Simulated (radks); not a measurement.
Results of a calculation; reference values are marked as such.
Isoelectronic series with 49 electrons, each ion in its NIST ground configuration. Level of theory: scalar-relativistic Kohn-Sham, r2SCAN, spin-polarised, spherical densities, finite nucleus; open shells are filled with parallel spins first (spin-orbit coupling, left out, can overturn this in heavy ions); meta-GGA in the generalised Kohn-Sham scheme; Fermi nuclear charge, rms radius of each element as measured or else 0.836 A^(1/3) + 0.57 fm (a radial shooting solver on a logarithmic mesh with Libxc functionals). Total energies (hartree) and orbital eigenvalues (hartree):

| ion | configuration | E (hartree) | 4d down | 4d up | 4p down |
|---|---|---|---|---|---|
| In | [Kr] 4d10 5s2 5p1 | -5882.30942 | -0.70397 | -0.70609 | -2.95508 |
| Te3+ | [Kr] 4d10 5s2 5p1 | -6793.17907 | -2.69394 | -2.69975 | -5.44850 |
| Cs6+ | [Kr] 4d10 5s2 5p1 | -7779.0928 | -5.43682 | -5.44532 | -8.71986 |
| Ce9+ | [Kr] 4d10 5s2 5p1 | -8841.0556 | -8.83310 | -8.84395 | -12.66721 |
| Pm12+ | [Kr] 4d10 4f1 5s2 | -9981.0720 | -12.48996 | -12.54398 | -16.87758 |
| Gd15+ | [Kr] 4d10 4f3 | -11200.9205 | -16.29959 | -16.47294 | -21.25623 |
| Ho18+ | [Kr] 4d10 4f3 | -12502.9405 | -21.34093 | -21.53266 | -26.93636 |
| Yb21+ | [Kr] 4d10 4f3 | -13888.0235 | -26.98348 | -27.19217 | -33.25545 |
| Ta24+ | [Kr] 4d10 4f3 | -15358.3509 | -33.22049 | -33.44528 | -40.21054 |
| Os27+ | [Kr] 4d10 4f3 | -16916.2458 | -40.04863 | -40.28897 | -47.80280 |
| Au30+ | [Kr] 4d10 4f3 | -18564.4094 | -47.46642 | -47.72195 | -56.03585 |
